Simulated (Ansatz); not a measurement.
Geometry optimisation, RKS B3LYP-D4/def2-SVP in Ansatz.

Input:

```yaml
crystal:
  periodic: [false, false, false]
  atoms:
    - { symbol: Si, position_ang: [-1.116419, 0.281388, -1.196602] }
    - { symbol: F, position_ang: [-0.858091, -1.050713, -0.233233] }
    - { symbol: H, position_ang: [-1.660268, 1.385759, -0.372816] }
    - { symbol: H, position_ang: [0.14184, 0.629442, -1.897474] }
    - { symbol: H, position_ang: [-2.1433, -0.154166, -2.183674] }
    - { symbol: H, position_ang: [1.676386, 0.424598, 0.91264] }
    - { symbol: O, position_ang: [0.947449, 1.062809, 0.930842] }
    - { symbol: H, position_ang: [0.867251, -1.735339, 0.890863] }
    - { symbol: F, position_ang: [1.636431, -1.699241, 1.382116] }
    - { symbol: H, position_ang: [0.50862, 0.855663, 1.767237] }
basis:
  gaussian: { orbitals: def2-SVP }
hamiltonian:
  xc: b3lyp
  dispersion: d4
relax:
  f_tol: 0.03
  max_steps: 50
```

Run as:

```bash
$ ansatz run input.yaml --threads 2 --pin off --max-ram 3072MiB --backend cpu --events-out ev --progress --plain --runs-dir out
```

Question: Where does it end, and by what steps?

Answer: The run converged. After 7 steps the energy has fallen by 0.202 eV; H10 moved furthest, 0.34 Å.

```tsv
step	energy less start (eV)	largest force component (eV/Å)	accepted
0	0.0000	1.093	yes
1	-0.1261	0.473	yes
2	-0.1300	1.402	yes
3	-0.1635	1.285	yes
4	-0.1728	0.484	yes
5	-0.1141	0.611	no
6	-0.2005	0.081	yes
7	-0.2022	0.012	yes
```

```xyz
10
Properties=species:S:1:pos:R:3
Si -0.972 0.243 -1.054
F -0.681 -1.123 -0.144
H -1.599 1.293 -0.220
H 0.252 0.642 -1.780
H -1.985 -0.241 -2.036
H 1.430 0.204 0.975
O 0.906 1.011 0.814
H 0.657 -1.597 0.667
F 1.493 -1.618 1.105
H 0.498 1.187 1.673
```

Whether the end is a true minimum wasn't checked by a vibrational analysis.

Run time: 13 s on 2 threads of Arm Neoverse V2, on a shared host, peak memory 0.17 GiB.
